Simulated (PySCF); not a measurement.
C$_{4}$H$_{10}$, charge +1, doublet, at a GFN2-xTB geometry (a state made from the parent by changing its charge; the spin is typed, not shown lowest). Base run: DF-HF/STO-3G (PySCF).

Input for PySCF:
```python
from pyscf import gto, scf

mol = gto.M(
    atom='''
C    -0.02557261    1.38862209   -0.50499350
C     0.01526795    0.07071956    0.22469961
C     1.28207745   -0.73132676    0.07336405
C    -1.26937656   -0.71691577    0.24219544
H     0.92551512    1.91475197   -0.46068157
H    -0.25414877    1.21425736   -1.56356943
H    -0.82339845    2.04065928   -0.14720332
H     0.08808108    0.40798231    1.29629570
H     2.17265505   -0.16198193    0.34245581
H     1.42301209   -0.99793395   -0.98128811
H     1.25410324   -1.65850933    0.64160166
H    -1.26815547   -1.50302543    0.99831877
H    -2.14178608   -0.08100747    0.37586039
H    -1.39025524   -1.24178752   -0.71338352
''',
    basis='sto-3g',
    charge=1,
    spin=1,
    verbose=4,
)

mf = scf.UHF(mol)
mf = mf.density_fit(auxbasis='def2-universal-jkfit')
mf.kernel()
```

The base run was repeated with changes; each row names its change, and settings that it needs were set with it.

```
change                 basis functions      E (Eh)  HOMO (eV)
---------------------  ---------------  ----------  ---------
base                                30  -155.09656     -18.94
basis = pcseg-0                     56  -156.45678     -19.41
basis = 3-21G                       56  -156.04540     -19.28
basis = 6-31G*                      76  -156.90972     -19.33
basis = pc-1                       106  -156.87111     -19.36
basis = def2-SVP                   106  -156.80217     -19.38
basis = 6-311G**                   132  -156.95462     -19.29
basis = 6-311+G(2d,p)              168  -156.96021     -19.29
basis = aug-pcseg-1                182  -156.88018     -19.30
basis = def2-TZVP                  184  -156.97201     -19.28
basis = def2-TZVPD                 238  -156.97259     -19.28
basis = pc-2                       260  -156.97110     -19.28
basis = pcseg-2                    260  -156.96627     -19.28
```

Totals compare only among sets that treat the same electrons; sets with core potentials leave the core out.

Open shells are given as the SCF converged; they aren't shown to be the lowest states, and a large step between rows can be another state.
